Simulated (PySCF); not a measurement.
**Assignment exercise: C12H20Si**

Bonds: Si1-C2, Si1-C10, Si1-C18, Si1-C26, C2-C3, C3-C4, C10-C11, C11-C12, C18-C19, C19-C20, C26-C27, C27-C28. C2 carries H5, H6; C3 carries H7; C4 carries H8, H9; C10 carries H13, H14; C11 carries H15; C12 carries H16, H17; C18 carries H21, H22; C19 carries H23; C20 carries H24, H25; C26 carries H29, H30; C27 carries H31; C28 carries H32, H33.

Computational details: KT2/pcSseg-1 with gauge-including orbitals, PBE0-D3(BJ)/def2-SVP geometry, in PySCF 2.14.0 with density-fitted response routines (one averaged value for each set of equivalent atoms, no relativistic terms, no solvent, one computed conformer).

δ = σ(ref) − σ, references computed at the same level: ¹³C, ¹H against TMS.

Question: Assign these signals to the numbered atoms. ¹³C{¹H} NMR (computed): δ 134.1 (CH), 111.3 (CH2), 24.8 (CH2).

Answer: 
134.1 → C3/C11/C19/C27, carbon bonded to 2 C, H
111.3 → C4/C12/C20/C28, carbon bonded to C, 2 H
24.8 → C2/C10/C18/C26, carbon bonded to C, Si, 2 H

Question: Assign these signals to the numbered atoms. ¹H NMR (500 MHz, computed): δ 5.91 (m, 4H), 4.98 (d, 8H), 1.77 (d, 8H).

Answer: 
| δ (ppm) | atoms | environment | reason |
| --- | --- | --- | --- |
| 5.91 | H7/H15/H23/H31 | hydrogen on a carbon bonded to 2 C | – |
| 4.98 | H8/H9/H16/H17/H24/H25/H32/H33 | hydrogen on a carbon bonded to C | – |
| 1.77 | H5/H6/H13/H14/H21/H22/H29/H30 | hydrogen on a carbon bonded to C, Si | – |

Shifts are as computed. Against solution values, carbons near 30 ppm lie about +2 ppm off and those near 130 ppm about -5 ppm. Of 1309 compounds with measured shifts, 239 miss one by over three times the rms of a fit or turn the order of signals round; such compounds aren't used in these exercises. No couplings were computed; multiplicities are counted from neighbouring protons, with m where these are inequivalent, close in shift, in a saturated or five-membered ring or joined by F or P, and br s for small geminal =CH2 splittings.
